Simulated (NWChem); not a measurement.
CH$_{7}$NSi; SMILES C[SiH2]N

```xyz
10

Si    -0.4771     0.0645     0.0000
C      0.4471    -1.5764     0.0000
N      0.4893     1.5048     0.0000
H     -1.3366     0.1165     1.2243
H     -1.3366     0.1165    -1.2243
H      1.0873    -1.6766    -0.8910
H      1.0873    -1.6766     0.8910
H     -0.2648    -2.4182     0.0000
H      1.0021     1.7696    -0.8334
H      1.0021     1.7696     0.8334
```
Atoms are numbered in this order, from 1.

All runs: NWChem. Geometry optimised at PBE0/def2-SVP; all other runs use it. 

| quantity | level | value |
|---|---|---|
| vertical, lowest excitation, singlet (eV) | PBE0/def2-SVPD, TDA | (withheld) |
| cavity-dispersion-structure term (kcal/mol) in water | PBE0/def2-SVP, SMD | (withheld) |
| anisotropy (bohr³), static | PBE0/def2-SVPD | 8.1 |
| vertical ionisation energy, ΔSCF (eV) | PBE/def2-SVP | 9.04 |
| dipole (D) | PBE0/def2-SVP | (withheld) |
| highest harmonic frequency (cm⁻¹) | PBE0/def2-SVP | 3711 |

Q: Complete the blanks.

A: 
- vertical, lowest excitation, singlet (eV), value: 6.30
- cavity-dispersion-structure term (kcal/mol) in water, value: 3.8
- dipole (D), value: 1.63
